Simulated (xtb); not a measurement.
H₂AlO₂, doublet, at a GFN2-xTB geometry (such geometries of metal compounds can be far from the true shape) (the spin is typed, not shown lowest); xtb with GFN0-xTB.

Here is a job for xtb.
```
$ xtb mol.xyz --gfn 0 --uhf 1 --etemp 10000 --json

# file mol.xyz
5

Al     0.00353809    -0.25945260    -0.04632862
O      1.19806464     0.35864318    -1.01835264
H      1.86987346     0.76015792    -1.55606254
O     -1.20230510    -0.04768496     1.07387825
H     -1.88194496     0.12506018     1.71412967
```

Output, abridged:

```
   ID    Z sym.   atoms
    1   13 Al     1
    2    8 O      2, 4
    3    1 H      3, 5

           -------------------------------------------------
          |                Calculation Setup                |
           -------------------------------------------------

           -------------------------------------------------
          |                 G F N 0 - x T B                 |
           -------------------------------------------------

          ...................................................
          :                      SETUP                      :
          :.................................................:
          :  # basis functions                  22          :
          :  # atomic orbitals                  21          :
          :  # shells                           11          :
          :  # electrons                        17          :
          :  electronic temp.        10000.0000000     K    :
          :  accuracy                    1.0000000          :
          :  -> integral cutoff          0.2500000E+02      :
          :  -> integral neglect         0.1000000E-07      :
          ...................................................

         :::::::::::::::::::::::::::::::::::::::::::::::::::::
         ::                     SUMMARY                     ::
         :::::::::::::::::::::::::::::::::::::::::::::::::::::
         :: total energy              -8.869954636853 Eh    ::
         :: gradient norm              0.034538799401 Eh/a0 ::
         :: HOMO-LUMO gap              3.942835122560 eV    ::
         ::.................................................::
         :: H0 energy                 -8.813138104586 Eh    ::
         :: repulsion energy           0.063840964319 Eh    ::
         :: electrostat energy        -0.120005372178 Eh    ::
         :: -> Gsolv                   0.000000000000 Eh    ::
         ::    -> Gsasa                0.000000000000 Eh    ::
         ::    -> Gshift               0.000000000000 Eh    ::
         :: dispersion energy         -0.000652124409 Eh    ::
         :: short-range corr.          0.000000000000 Eh    ::
         :: add. restraining           0.000000000000 Eh    ::
         :: total charge               0.000000000000 e     ::
         :::::::::::::::::::::::::::::::::::::::::::::::::::::

           -------------------------------------------------
          |                Property Printout                |
           -------------------------------------------------

    * Orbital Energies and Occupations

         #    Occupation            Energy/Eh            Energy/eV
      -------------------------------------------------------------
         1        2.0000           -0.6984924             -19.0069
         2        2.0000           -0.6882374             -18.7279
         3        1.9981           -0.5549406             -15.1007
         4        1.9955           -0.5278614             -14.3638
         5        1.9427           -0.4455871             -12.1250
         6        1.9427           -0.4455417             -12.1238
         7        1.9241           -0.4361269             -11.8676
         8        1.9228           -0.4355193             -11.8511
         9        1.1033           -0.3199949              -8.7075 (HOMO)
        10        0.0604           -0.1750984              -4.7647 (LUMO)
        11        0.0530           -0.1707664              -4.6468
        12        0.0253           -0.1464795              -3.9859
        13        0.0180           -0.1355437              -3.6883
        14        0.0075           -0.1073232              -2.9204
        15        0.0046           -0.0921270              -2.5069
        16        0.0014           -0.0534309              -1.4539
        17        0.0007           -0.0332189              -0.9039
        18        0.0000            0.1929409               5.2502
        19        0.0000            0.2187173               5.9516
        20                          0.6649997              18.0956
        21                          0.7956136              21.6497
      -------------------------------------------------------------
                  HL-Gap            0.1448965 Eh            3.9428 eV
             Fermi-level            0.0000000 Eh            0.0000 eV

     #   Z          covCN         q      C6AA      α(0)
     1  13 Al       1.470     0.502   247.909    37.400
     2   8 O        1.541    -0.626    25.695     6.851
     3   1 H        0.806     0.375     0.534     1.147
     4   8 O        1.541    -0.626    25.695     6.851
     5   1 H        0.806     0.375     0.534     1.147

 Mol. C6AA /au·bohr⁶  :        704.267031
 Mol. C8AA /au·bohr⁸  :      40062.024059
 Mol. α(0) /au        :         53.396589

Wiberg/Mayer (AO) data.
largest (>0.10) Wiberg bond orders for each atom

 ---------------------------------------------------------------------------
     #   Z sym  total        # sym  WBO       # sym  WBO       # sym  WBO
 ---------------------------------------------------------------------------
     1  13 Al   1.996 --     4 O    1.007     2 O    1.007
     2   8 O    1.986 --     1 Al   1.007     3 H    0.964
     3   1 H    0.957 --     2 O    0.964
     4   8 O    1.986 --     1 Al   1.007     5 H    0.964
     5   1 H    0.957 --     4 O    0.964
 ---------------------------------------------------------------------------

Topologies differ in total number of bonds
Writing topology from bond orders to xtbtopo.mol

 dipole moment from electron density (au)
     X       Y       Z
  -0.0022   0.1635   0.0292  total (Debye):    0.422

           -------------------------------------------------
          | TOTAL ENERGY               -8.869954636853 Eh   |
          | GRADIENT NORM               0.034538799401 Eh/α |
          | HOMO-LUMO GAP               3.942835122560 eV   |
           -------------------------------------------------

normal termination of xtb
```
